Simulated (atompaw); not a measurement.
# Reading a pseudo-wave (nickel (Ni))

Columns: radius, all-electron u(r) and pseudo u(r) of the 4p shell (level -2.12 eV) of nickel in the configuration [Ne] 3s2 3p6 3d8 4s1 4p1; PBE, scalar-relativistic, PAW (atompaw) scheme, atompaw 4.2.0.5.

```csv
r (bohr),all-electron,pseudo
0.062,0.0682,-0.0025
0.123,0.1083,-0.0096
0.185,0.0825,-0.0209
0.246,0.0216,-0.0350
0.308,-0.0476,-0.0513
0.369,-0.1065,-0.0676
0.431,-0.1501,-0.0831
0.492,-0.1753,-0.0956
0.554,-0.1844,-0.1042
0.615,-0.1798,-0.1075
0.677,-0.1643,-0.1049
0.738,-0.1411,-0.0960
0.800,-0.1120,-0.0806
0.862,-0.0791,-0.0592
0.923,-0.0447,-0.0333
0.985,-0.0086,-0.0030
1.046,0.0271,0.0294
1.108,0.0629,0.0636
1.169,0.0973,0.0974
1.231,0.1310,0.1310
1.292,0.1628,0.1628
1.354,0.1936,0.1936
1.415,0.2223,0.2223
1.477,0.2498,0.2498
1.538,0.2752,0.2752
1.600,0.2994,0.2994
```

Problem. How many radial nodes do the two functions have?

Solution. The all-electron 4p function has n − l − 1 = 2; the pseudo-wave has 1, since 1 lower shell of the same l stays in the valence.

Problem. At about which radius was the pseudo-wave matched?

Solution. 1.30 bohr. The columns agree to 0.0005 from 1.17 bohr on; several derivatives are matched, so the curves merge somewhat inside the radius.

Problem. Is the pseudo-wave norm-conserving?

Solution. No, it belongs to a PAW set: the norm inside the radius is not constrained, and the difference is carried by the augmentation charge.
